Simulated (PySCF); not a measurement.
B3LYP has the VWN-RPA correlation part, as in Gaussian. 

Cartesian coordinates (Å):
```xyz
13

Zr    -0.6914     0.2724     0.1869
O      0.8023     0.1836     1.3834
C      2.0317     0.0068     2.0342
H      2.8396     0.5698     1.5156
H      2.3155    -1.0689     2.0609
H      1.9699     0.3753     3.0818
O     -0.4014    -0.4370    -1.5689
C      0.0804    -1.0060    -2.7567
H      0.3733    -2.0677    -2.5972
H      0.9684    -0.4497    -3.1317
H     -0.7046    -0.9774    -3.5441
H     -2.0895    -0.7211     0.9663
H     -1.1320     2.0927    -0.0176
```
Charge 0, multiplicity 1.

Q: What is the computed HOMO–LUMO gap, charge on the central atom (Mulliken), LUMO, HOMO, total energy and dipole moment (B3LYP-D3(BJ)/def2-TZVP // BP86-D3(BJ)/def2-SVP (PySCF))?

A: 
The HOMO–LUMO gap is 5.76 eV and the charge on the central atom (Mulliken) is 1.19 e. The LUMO is -1.51 eV and the HOMO is -7.27 eV. The total energy is -7584.99 eV and the dipole moment is 3.28 D.
